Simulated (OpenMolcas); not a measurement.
# InCl: a line through the functionals

InCl: 2 atoms, total charge 0, spin state singlet. SMILES: `[Cl][In]`. The coordinates come from a PBE0-D4/def2-TZVP relaxation.

The dipole moment y, in D, basis def2-TZVPPD with a core potential; a is the functional's share of exact exchange. Programs: OpenMolcas 26.06.

```
functional     program     a  y (D)
    revPBE  OpenMolcas     0   3.43
    r2SCAN  OpenMolcas     0   3.40
     B3LYP  OpenMolcas   0.2      ?
      PBE0  OpenMolcas  0.25   3.55
     BHLYP  OpenMolcas   0.5   3.68
```

Problem. Fit y = c + s·a to the known rows and predict B3LYP.

Solution. 
1. Means of the 4 rows: a = 0.1875, y = 3.515.
2. Σ(Δa)² = 0.17188, Σ(Δa·Δy) = 0.09125, so the slope is 0.09125/0.17188 = 0.53089.
3. Intercept: 3.515 − (0.53089) × 0.1875 = 3.415. The largest residual of the fit is 0.015.
4. B3LYP: 3.415 + (0.53089) × 0.2 = 3.52 D.

The run gave 3.59 D, so the prediction is off by -0.07 D, more than the scatter of the fit. More exact exchange makes the molecule more polar here. The rows mix families of semi-local functionals, which the line can't see.
